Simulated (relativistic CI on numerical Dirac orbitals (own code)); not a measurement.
A reference radial Dirac CI calculation of V21+ gave the lowest total energy -518.02230 Ha in 21 SCF steps, from this input:

```
atom V  Z=23  charge=21  electrons=2
nucleus A=51  rms_radius_fm=3.6002
hamiltonian dirac-coulomb  breit=on  qed=on  c_scale=1
orbitals kli  potential=per-configuration
slater_scale 1
correlation none
mixing on
grid step=0.0125 r_max=5.1
scf mixing=0.4 start=green max_iterations=150 tolerance=2e-08 node_fill=0.05
configurations
  1s2
  1s 2s
  1s 2p
end
```

One setting was then changed, and the output read:

```
SCF 1: 1s2
 iter      energy (Ha)   residual   last orbital (Ha)
    1      -518.244406   7.73e-01   -265.22265
    2      -518.321151   4.64e-01   -259.88563
    3      -518.363760   2.11e-03   -252.00347
    4      -518.363767   6.36e-05   -252.03277
    5      -518.363767   8.36e-07   -252.03229
    6      -518.363767   3.04e-08   -252.03229
    7      -518.363767   1.19e-10   -252.03229
SCF 2: 1s 2s
 iter      energy (Ha)   residual   last orbital (Ha)
    1      -328.464140   5.08e-01    -65.15917
    2      -328.508127   3.04e-01    -63.92998
    3      -328.530713   3.14e-03    -62.13648
    4      -328.530869   1.34e-04    -62.12897
    5      -328.530866   5.64e-06    -62.12852
    6      -328.530866   3.77e-08    -62.12853
    7      -328.530866   1.40e-09    -62.12853
SCF 3: 1s 2p
 iter      energy (Ha)   residual   last orbital (Ha)
    1      -327.345350   4.76e-01    -64.74673
    2      -327.406494   2.84e-01    -63.18995
    3      -327.442211   3.48e-03    -60.92623
    4      -327.442244   2.20e-04    -60.91862
    5      -327.442244   4.39e-06    -60.91785
    6      -327.442244   1.37e-07    -60.91785
    7      -327.442244   2.32e-09    -60.91785
orbital energies (Ha): 1s -252.0323
configuration averages (Ha): Dirac-Coulomb, Breit, QED
  1s2                           -518.363767    0.156696    0.000000
  1s 2s                         -328.530866    0.007526    0.000000
  1s 2p                         -327.442244    0.009720    0.000000
levels: no., configuration, term, J, E (cm-1), weight
   1 1s2                    1S   0                0.0  1.00
   2 1s 2s                  3S   1         41575027.3  1.00
   3 1s 2p                  3P*  0         41779511.7  1.00
   4 1s 2p                  3P*  1         41791612.4  0.95
   5 1s 2s                  1S   0         41796217.1  1.00
   6 1s 2p                  3P*  2         41859020.4  1.00
   7 1s 2p                  1P*  1         41995759.8  0.95
lowest total energy -518.207094 Ha
end: converged
```

Question: Which setting was changed?
A. configuration list
B. QED terms
C. SCF mixing
D. node fill of the KLI weights

Answer: B. The QED terms off.
